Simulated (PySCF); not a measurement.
Steps of a relaxation of Bi(BH4)3

Bi(BH4)3 (singlet; a saddle point, relaxed within its symmetry). PySCF 2.14.0, RKS TPSS, Bi def2-SVP with ECP60, B def2-SVP, H def2-SVP; non-relativistic Hamiltonian with scalar-relativistic core potentials where named; density fitting; no spin-orbit coupling. Origin of the start: template. Columns: position (Å) and force (eV/Å). Energies are counted from the last step; some of the 12 steps are shown. Forces carry noise of the integration grid, about 0.01 to 0.03 eV/Å.

Run from Python with OMP_NUM_THREADS=2. Where DIIS fails, smearing, a level shift and second-order steps follow.
It took 95 s on 2 threads of Arm Neoverse V2 (shared host), from the converged density of the start.

```xyz
16
step 0  E = 0.662 eV
Bi    0.0000    0.0000    0.0000     0.00    0.00    0.00
B     2.3250    0.0000    0.0000     1.74    0.50    0.00
H     3.5250    0.0000    0.0000     0.35    0.03    0.00
H     1.9091   -0.5894    1.0208     0.07   -0.18    0.01
H     1.9091   -0.5894   -1.0208     0.07   -0.18   -0.01
H     1.9091    1.1788    0.0000     0.42   -0.08    0.00
B    -1.1625    2.0135    0.0000    -1.30    1.26    0.00
H    -1.7625    3.0527    0.0000    -0.20    0.29    0.00
H    -0.4441    1.9480    1.0208     0.12    0.14    0.01
H    -0.4441    1.9480   -1.0208     0.12    0.14   -0.01
H    -1.9754    1.0639    0.0000    -0.14    0.40    0.00
B    -1.1625   -2.0135    0.0000    -0.44   -1.76    0.00
H    -1.7625   -3.0527    0.0000    -0.15   -0.32    0.00
H    -1.4650   -1.3586    1.0208    -0.18    0.03    0.01
H    -1.4650   -1.3586   -1.0208    -0.18    0.03   -0.01
H     0.0663   -2.2427    0.0000    -0.28   -0.32    0.00
```

```xyz
16
step 4  E = 0.005 eV
Bi    0.0000    0.0000    0.0000     0.00    0.00    0.00
B     2.5102    0.0247    0.0000    -0.10    0.02    0.00
H     3.7210   -0.0076    0.0000    -0.01   -0.02    0.00
H     2.0183   -0.5867    0.9988     0.02    0.00    0.00
H     2.0183   -0.5867   -0.9988     0.02    0.00    0.00
H     2.0727    1.1903    0.0000     0.07    0.03    0.00
B    -1.2765    2.1616    0.0000     0.03   -0.09    0.00
H    -1.8539    3.2263    0.0000     0.02    0.00    0.00
H    -0.5011    2.0412    0.9988    -0.01    0.02    0.00
H    -0.5011    2.0412   -0.9988    -0.01    0.02    0.00
H    -2.0672    1.1999    0.0000    -0.07    0.04    0.00
B    -1.2337   -2.1862    0.0000     0.06    0.07    0.00
H    -1.8671   -3.2186    0.0000    -0.01    0.02    0.00
H    -1.5172   -1.4546    0.9988    -0.01   -0.02    0.00
H    -1.5172   -1.4546   -0.9988    -0.01   -0.02    0.00
H    -0.0055   -2.3902    0.0000     0.00   -0.08    0.00
```

```xyz
16
step 7  E = 0.000 eV
Bi    0.0000    0.0000    0.0000     0.00    0.00    0.00
B     2.5080    0.0341    0.0000     0.03    0.03    0.00
H     3.7186   -0.0304    0.0000    -0.01   -0.01    0.00
H     2.0217   -0.5732    1.0029    -0.02    0.00   -0.01
H     2.0217   -0.5732   -1.0029    -0.02    0.00    0.01
H     2.1059    1.2106    0.0000     0.00   -0.01    0.00
B    -1.2835    2.1549    0.0000    -0.03    0.02    0.00
H    -1.8329    3.2356    0.0000     0.01    0.00    0.00
H    -0.5144    2.0374    1.0029     0.01   -0.02   -0.01
H    -0.5144    2.0374   -1.0029     0.01   -0.02    0.01
H    -2.1014    1.2184    0.0000     0.01    0.00    0.00
B    -1.2245   -2.1890    0.0000     0.00   -0.04    0.00
H    -1.8856   -3.2051    0.0000     0.00    0.01    0.00
H    -1.5072   -1.4642    1.0029     0.02    0.02   -0.01
H    -1.5072   -1.4642   -1.0029     0.02    0.02    0.01
H    -0.0045   -2.4291    0.0000    -0.01    0.01    0.00
```

**Question.** Where does the relaxation end?

**Answer.** It converges at step 11 in C3h:
```xyz
16
step 11  E = 0
Bi    0.0000    0.0000    0.0000
B     2.5086    0.0403    0.0000
H     3.7174   -0.0442    0.0000
H     2.0120   -0.5629    1.0018
H     2.0120   -0.5629   -1.0018
H     2.1150    1.2182    0.0000
B    -1.2892    2.1524    0.0000
H    -1.8205    3.2414    0.0000
H    -0.5185    2.0238    1.0018
H    -0.5185    2.0238   -1.0018
H    -2.1125    1.2225    0.0000
B    -1.2194   -2.1927    0.0000
H    -1.8969   -3.1973    0.0000
H    -1.4934   -1.4610    1.0018
H    -1.4934   -1.4610   -1.0018
H    -0.0025   -2.4407    0.0000
```

**Question.** How did the contacts change?

**Answer.** 
```json
{"contact": "Bi1–H4 (BH4)", "start (Å)": "2.244", "end (Å)": "2.317"}
{"contact": "Bi1–H9 (BH4)", "start (Å)": "2.244", "end (Å)": "2.317"}
{"contact": "Bi1–H14 (BH4)", "start (Å)": "2.244", "end (Å)": "2.317"}
```
